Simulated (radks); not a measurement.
Values are calculated unless marked as measured or tabulated.
Charge is removed step by step from the 1s down level of Li+, starting from 1s(up 1, down 1). Code: a radial shooting solver on a logarithmic mesh with Libxc functionals. Model: scalar-relativistic Kohn-Sham, r2SCAN, spin-polarised, spherical densities, finite nucleus; meta-GGA in the generalised Kohn-Sham scheme; Fermi nuclear charge, rms radius 2.444 fm.

| removed (e) | E - E(0) (eV) | eigenvalue (eV) |
|---|---|---|
| 0 | 0.000 | -61.925 |
| 0.1 | 6.345 | -64.964 |
| 0.2 | 12.992 | -67.981 |
| 0.3 | 19.939 | -70.955 |
| 0.4 | 27.181 | -73.859 |
| 0.5 | 34.707 | -76.651 |
| 0.6 | 42.505 | -79.269 |
| 0.7 | 50.552 | -81.614 |
| 0.8 | 58.814 | -83.537 |
| 0.9 | 67.240 | -84.881 |

The mean slope of the eigenvalue, de/dn, is 25.5 eV per electron.
